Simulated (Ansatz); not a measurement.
```yaml
crystal:
  periodic: [false, false, false]
  atoms:
    - {symbol: C, position_ang: [1.263985, -5.153338, -4.352717]}
    - {symbol: C, position_ang: [-0.108428, -2.530206, -2.827506]}
    - {symbol: C, position_ang: [-3.438995, -2.615134, -2.919277]}
    - {symbol: O, position_ang: [0.904665, 0.060918, -4.243579]}
    - {symbol: Si, position_ang: [1.758319, 3.501756, -3.552552]}
    - {symbol: O, position_ang: [1.209933, 4.164021, -0.044538]}
    - {symbol: C, position_ang: [0.216636, 2.779091, 2.570965]}
    - {symbol: C, position_ang: [2.807809, 1.398935, 4.148726]}
    - {symbol: C, position_ang: [-1.325846, 5.065661, 4.437253]}
    - {symbol: H, position_ang: [3.659675, -5.019739, -4.269423]}
    - {symbol: H, position_ang: [0.591791, -5.213167, -6.659400]}
    - {symbol: H, position_ang: [0.575871, -7.201498, -3.299470]}
    - {symbol: H, position_ang: [0.620848, -2.504693, -0.527578]}
    - {symbol: H, position_ang: [-4.381234, -0.704398, -1.807109]}
    - {symbol: H, position_ang: [-4.266724, -4.599770, -1.845087]}
    - {symbol: H, position_ang: [-4.199808, -2.606421, -5.199113]}
    - {symbol: H, position_ang: [-1.369513, 1.055027, 1.993145]}
    - {symbol: H, position_ang: [2.091920, 0.324658, 6.176346]}
    - {symbol: H, position_ang: [3.886151, -0.242377, 2.763469]}
    - {symbol: H, position_ang: [4.424635, 3.086962, 4.708175]}
    - {symbol: H, position_ang: [0.203805, 6.825224, 5.020604]}
    - {symbol: H, position_ang: [-3.165388, 6.034058, 3.236246]}
    - {symbol: H, position_ang: [-2.168895, 4.079472, 6.460740]}
basis:
  gaussian: {orbitals: aug-cc-pVTZ, fitting: {mean_field: def2-universal-jkfit}, final_grid: {core_spheres: 5, valence_spheres: 4, degree: 11}, nuclear_model: gaussian, point_charges: [{charge: -1.00, position_ang: [5.430, 0.157, -0.555]}]}
hamiltonian: {xc: {name: SVWN5}}
output: {forces: true}
```

```sh
$ ansatz run in.yaml --threads 4 --pin off --events-out ev --progress --plain --max-ram 66560MiB --backend cuda --devices 0, --max-vram 37GiB
```

Output, abridged:

```
Functional definition: SVWN5
984 factors; integrals over basis functions are off by at most 1.5e0 eV
mean field evaluation 1: about -18093.0582 eV, gradient 1.7e2 eV
mean field evaluation 2: about -15245.0208 eV, gradient 5.0e2 eV
mean field evaluation 4: about -17154.9108 eV, gradient 3.2e2 eV
mean field evaluation 8: about -18201.4230 eV, gradient 3.7e1 eV
mean field evaluation 16: about -18206.1873 eV, gradient 1.8e0 eV
mean field evaluation 32: about -18200.2693 eV, gradient 4.0e1 eV
mean field evaluation 64: about -18206.1859 eV, gradient 5.0e-1 eV
mean field evaluation 96: about -18206.1885 eV, gradient 5.3e-1 eV
mean field evaluation 128: about -18205.3083 eV, gradient 9.2e0 eV
mean field evaluation 160: about -18205.5778 eV, gradient 1.8e0 eV
mean field evaluation 192: about -18206.1908 eV, gradient 1.1e-2 eV
mean field -18206.19668349 eV, -669.0653875149 hartree, gradient 3.4e-6 eV, S^2 0.000000; 14 other end points of the search recorded, 0 dependent functions left out
reference -18206.19688027 eV, -669.0653947465 hartree; 40, 40 occupied and 700, 700 virtual orbitals, 984 factors
Total energy: -18206.19688027 eV, -669.0653947465 hartree
Atom 0 at     1.263985    -5.153338    -4.352717 Å, force     0.618509    -1.052164    -0.698233 eV/Å
Atom 1 at    -0.108428    -2.530206    -2.827506 Å, force     0.521475     0.263523     1.285224 eV/Å
Atom 2 at    -3.438995    -2.615134    -2.919277 Å, force    -1.361175    -0.011738    -0.082263 eV/Å
Atom 3 at     0.904665     0.060918    -4.243579 Å, force    -0.097616     0.252806     0.487529 eV/Å
Atom 4 at     1.758319     3.501756    -3.552552 Å, force    -0.344227    -1.146959     1.140674 eV/Å
Atom 5 at     1.209933     4.164021    -0.044538 Å, force    -0.204139    -0.447036    -0.268306 eV/Å
Atom 6 at     0.216636     2.779091     2.570965 Å, force    -0.850888    -0.940314    -0.586742 eV/Å
Atom 7 at     2.807809     1.398935     4.148726 Å, force     1.255990    -0.633796     0.720661 eV/Å
Atom 8 at    -1.325846     5.065661     4.437253 Å, force    -0.597322     0.961854     0.689197 eV/Å
Atom 9 at     3.659675    -5.019739    -4.269423 Å, force    -2.017406    -0.099215    -0.055907 eV/Å
Atom 10 at     0.591791    -5.213167    -6.659400 Å, force     0.558845     0.039187     1.941386 eV/Å
Atom 11 at     0.575871    -7.201498    -3.299470 Å, force     0.563732     1.694959    -0.872230 eV/Å
Atom 12 at     0.620848    -2.504693    -0.527578 Å, force    -0.602015     0.013472    -2.034353 eV/Å
Atom 13 at    -4.381234    -0.704398    -1.807109 Å, force     0.762544    -1.590642    -0.929700 eV/Å
Atom 14 at    -4.266724    -4.599770    -1.845087 Å, force     0.664414     1.640323    -0.888596 eV/Å
Atom 15 at    -4.199808    -2.606421    -5.199113 Å, force     0.610006    -0.006828     1.917685 eV/Å
Atom 16 at    -1.369513     1.055027     1.993145 Å, force     1.380922     1.530601     0.484033 eV/Å
Atom 17 at     2.091920     0.324658     6.176346 Å, force     0.552761     0.931118    -1.680855 eV/Å
Atom 18 at     3.886151    -0.242377     2.763469 Å, force    -0.841996     1.422985     0.913511 eV/Å
Atom 19 at     4.424635     3.086962     4.708175 Å, force    -1.406192    -1.407957    -0.474326 eV/Å
Atom 20 at     0.203805     6.825224     5.020604 Å, force    -1.301657    -1.467457    -0.475550 eV/Å
Atom 21 at    -3.165388     6.034058     3.236246 Å, force     1.529310    -0.800822     1.024326 eV/Å
Atom 22 at    -2.168895     4.079472     6.460740 Å, force     0.683746     0.829900    -1.666096 eV/Å
Dipole moment:     2.042958     0.597823    -0.606453 e Å
```

Task: Something in this input is off. What?

Result: The geometry is stretched to more than twice its size. The calculation finished and met its thresholds. The result belongs to that input, not to the molecule as meant.
